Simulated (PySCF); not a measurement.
**Deuteron quadrupole couplings in `FC[C@@H]1O[SiH2]O[C@@H]1CF`**

Species: C4H8F2O2Si.
Cartesian coordinates in Å at the PBE0-D3(BJ)/def2-SVP level; atoms count from 1:
```xyz
17
C4H8F2O2Si angstrom
F     -0.3549    0.9413    1.4772
C     -0.6931    1.4497    0.2410
C     -1.1013    0.3297   -0.6891
O     -2.2774   -0.2921   -0.2050
Si    -1.8812   -1.6746    0.6592
O     -0.2907   -1.7769    0.1353
C     -0.0458   -0.7994   -0.8534
C      1.3924   -0.3425   -0.7289
F      1.6383    0.6360   -1.6654
H     -1.5427    2.1390    0.3697
H      0.1696    1.9995   -0.1679
H     -1.3114    0.7814   -1.6729
H     -1.9497   -1.5365    2.1354
H     -2.7235   -2.8099    0.1971
H     -0.1852   -1.2451   -1.8572
H      1.5730    0.0592    0.2803
H      2.0724   -1.1904   -0.9046
```

Level: PBE0/pcSseg-1 (PySCF, non-relativistic); Q(2H) = 0.00286 b; rigid geometry, the same for H and D, with no vibrational averaging.

Question: Rank these positions by the coupling χzz of a deuteron there, largest first.
A. H13 (Si–H hydrogen)
B. H17 (methylene hydrogen)
C. H16 (methylene hydrogen)

Answer: B (186 kHz), C (182 kHz), A (94 kHz).

Q: What are Vzz, η and χzz (234.96 MHz × Q × Vzz) at all hydrogens?

A: 
| atom | bonded to | bond length (Å) | Vzz (au) | η | χzz (kHz) |
| --- | --- | --- | --- | --- | --- |
| H10 | C2 | 1.102 | 0.2764 | 0.09 | 186 |
| H11 | C2 | 1.102 | 0.2713 | 0.08 | 182 |
| H12 | C3 | 1.103 | 0.2743 | 0.02 | 184 |
| H13 | Si5 | 1.484 | 0.1395 | 0.04 | 94 |
| H14 | Si5 | 1.487 | 0.1377 | 0.02 | 93 |
| H15 | C7 | 1.107 | 0.2658 | 0.03 | 179 |
| H16 | C8 | 1.101 | 0.2704 | 0.07 | 182 |
| H17 | C8 | 1.101 | 0.2769 | 0.07 | 186 |

Q: Average by the element that carries the hydrogen.

A: on C: 183 kHz over 6 positions, mean bond length 1.103 Å; on Si: 93 kHz over 2 positions, mean bond length 1.486 Å.

The structure is a single PBE0-D3(BJ)/def2-SVP conformer in the gas phase; no vibrational or solvent corrections. These gradients aren't converged with respect to the basis.
